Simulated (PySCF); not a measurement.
A structure optimised at PBE-D3(BJ)/def2-SVP, used in a PySCF frequency run:

```
C
H 1 1.1048
C 1 1.5025 2 113.79
F 3 1.3711 1 118.29 2 -2.78
H 3 1.1052 4 111.70 1 144.05
C 3 1.4972 5 119.81 4 -144.92
H 6 1.1006 3 116.49 5 143.62
H 6 1.1016 7 115.14 3 146.33
C 1 1.5150 2 115.78 3 -147.26
H 9 1.1111 1 109.41 2 164.11
O 9 1.4172 10 105.61 1 -122.64
H 11 0.9747 9 107.11 10 177.33
H 9 1.1187 10 106.43 11 -119.44
```

Task: Write its SMILES and formula.

Result: OC[C@H]1C[C@@H]1F, C4H7FO

Task: What are its rotational constants (standard atomic weights)?

Result: 10.129, 1.8284, 1.6947 GHz
